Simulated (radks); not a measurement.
Problem. All-electron atom: Yb3.75+ in [Kr] 4d10 4f14 5s2 5p(up 2.25, down 2) (fractional occupations, a model configuration). All-electron calculation, scalar-relativistic Kohn-Sham, r2SCAN, spin-polarised, spherical densities, finite nucleus; meta-GGA in the generalised Kohn-Sham scheme; Fermi nuclear charge, rms radius 5.3108 fm. Program: a radial shooting solver on a logarithmic mesh with Libxc functionals. Some entries of the table are withheld. Estimate them.

orbital,occ.,eigenvalue (eV),r(max) (bohr),<r^2> (bohr^2)
1s up,1,-61355.03,0.01237,0.0005301
1s down,1,-61354.99,0.01237,0.0005301
2s up,1,-10453.53,0.07055,0.008208
2s down,1,-10453.52,0.07055,0.008208
2p up,3,-9215.342,0.05756,0.006716
2p down,3,-9215.322,0.05756,0.006716
3s up,1,-2396.492,0.1992,0.05355
3s down,1,-2396.489,0.1992,0.05355
3p up,3,-2021.371,0.1964,0.05411
3p down,3,-2021.362,0.1964,0.05411
3d up,5,-1564.165,0.1604,0.04511
3d down,5,-1564.153,0.1604,0.04511
4s up,1,-509.3231,0.4554,0.2693
4s down,1,-509.2981,0.4554,0.2693
4p up,3,-385.7792,0.4765,0.3062
4p down,3,-385.7553,0.4766,0.3061
4d up,5,-222.3533,(1),0.3656
4d down,5,-222.3199,(2),0.3655
5s up,1,-97.3531,1.067,1.584
5s down,1,-96.9387,1.067,1.583
5p up,2.25,-68.0196,1.212,2.131
5p down,2,-67.6192,1.212,2.135
4f up,7,-43.9623,0.4855,0.7277
4f down,7,-43.8703,0.4854,0.7250

Solution. 
(1) 4d up r(max) (bohr): 0.4917
(2) 4d down r(max) (bohr): 0.4917
